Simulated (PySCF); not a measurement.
C₂H₈SeSi.
Bonds: C1–C2, C2–Se3, Se3–Si4. Hydrogens: H5, H6, H7 on C1; H8, H9 on C2; H10, H11, H12 on Si4.

Method: PBE0-D3(BJ)/def2-SVP geometry optimisation, gas phase (PySCF 2.14.0); density fitting, grid level 1; the optimiser is geomeTRIC in internal coordinates, started from a GFN2-xTB structure with every atom displaced at random (about 0.01 Å).

Step 0: E = -75406.5590 eV
```
atom  x, y, z in Å  |  force x, y, z in eV/Å
C1     -1.7915   -0.5636   -0.2054   -1.400   2.089  -0.340
C2     -1.2298    0.8121    0.1223    0.599  -0.596  -0.019
Se3     0.3165    1.2835   -1.0112    0.214   0.139  -0.032
Si4     1.8293   -0.2943   -0.2718   -1.876   0.304   0.093
H5     -2.7034   -0.7171    0.3830   -0.121  -0.241   0.180
H6     -1.1007   -1.3294   -0.0121    1.224  -1.449   0.365
H7     -2.0833   -0.5845   -1.2605    0.018  -0.189  -0.187
H8     -0.8748    0.8716    1.1582   -0.069   0.042   0.149
H9     -1.9502    1.6191   -0.0352   -0.143   0.118  -0.106
H10     1.5954   -0.4385    1.1814    0.144  -0.079   0.333
H11     1.5267   -1.5758   -0.9255    0.175  -0.477  -0.158
H12     3.1202    0.2197   -0.5956    1.235   0.339  -0.279
```

Step 1: E = -75406.7119 eV
```
atom  x, y, z in Å  |  force x, y, z in eV/Å
C1     -1.8160   -0.5344   -0.2321    0.420  -0.406   0.063
C2     -1.2062    0.8033    0.1150   -0.179   0.205   0.005
Se3     0.3270    1.3338   -1.0005   -0.065  -0.071   0.050
Si4     1.7486   -0.2725   -0.2551    0.336   0.092  -0.141
H5     -2.6903   -0.7396    0.4040   -0.044   0.007   0.035
H6     -1.0863   -1.3629   -0.0723   -0.323   0.298  -0.072
H7     -2.1334   -0.5729   -1.2821   -0.023   0.001  -0.072
H8     -0.8786    0.8463    1.1631    0.013   0.000   0.034
H9     -1.9308    1.6218   -0.0312    0.056  -0.054   0.013
H10     1.6609   -0.4022    1.2299   -0.055   0.009   0.041
H11     1.5455   -1.6201   -0.8648   -0.078  -0.036   0.005
H12     3.1141    0.2019   -0.6461   -0.059  -0.045   0.040
```

Problem. Estimate the geometry and energy of step 2. (The exact step hangs on the optimiser's Hessian estimate; all steps are aligned on step 1, rigid shifts and turns removed.)

Solution. E = -75406.7213 eV, largest force 0.139 eV/Å
```
atom  x, y, z in Å  |  force x, y, z in eV/Å
C1     -1.8268   -0.5368   -0.2357    0.097  -0.100   0.007
C2     -1.2170    0.8012    0.1224   -0.013   0.011   0.002
Se3     0.3265    1.3241   -0.9879   -0.032  -0.019   0.021
Si4     1.7800   -0.2674   -0.2593    0.069   0.020  -0.022
H5     -2.7097   -0.7366    0.3931   -0.017   0.010  -0.006
H6     -1.1157   -1.3662   -0.0757   -0.054   0.075  -0.008
H7     -2.1369   -0.5683   -1.2905   -0.010   0.014   0.004
H8     -0.8956    0.8415    1.1737    0.007  -0.012  -0.002
H9     -1.9355    1.6212   -0.0278    0.018   0.000  -0.015
H10     1.6951   -0.3823    1.2297   -0.008  -0.001   0.003
H11     1.5484   -1.6216   -0.8498   -0.030   0.001   0.010
H12     3.1416    0.1938   -0.6646   -0.027   0.000   0.006
```

The energy changes by -0.0095 eV. The first-order estimate −F·Δx gives -0.0168 eV and the mean of the old and new forces, exact on a quadratic surface, -0.0098 eV. The step makes an angle of 77° with the force vector and moves no atom by more than 0.040 Å.

The cost below is that of the whole optimisation. On Arm Neoverse V1, one thread, shared host with 32 logical CPUs at a one-minute load of 15, this took 55 s wall and 0.48 GiB of memory at its peak.
